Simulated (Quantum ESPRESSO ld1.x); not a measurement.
The numbers below are computed, except where a source is named.
Problem. These are the eigenvalues of the occupied orbitals of an atom or ion with whole-number occupations (eV). Level of theory: Dirac Kohn-Sham, Slater X-alpha with alpha = 1, spin-unpolarised, spherical densities, point nucleus (ld1.x of Quantum ESPRESSO 7.5).

1s1/2: -553.032
2s1/2: -41.5144
2p1/2: -26.2208
2p3/2: -26.1690
3d3/2: -0.7616

Which element is it, and in what charge state? The configuration may be excited. Open shells, if any, fill j = l - 1/2 first.

Solution. Z = 8, oxygen, charge 0: O in [He] 2s2 2p3 3d1. The list shows which subshells hold electrons but not how many an open one holds; the 1s level, -20.324 hartree, gives Z - s = 6.4 by -(Z - s)^2/2, which with screening and relativity narrows Z to a few neighbours, and the depths of the outer levels then fix element, charge and occupations together.
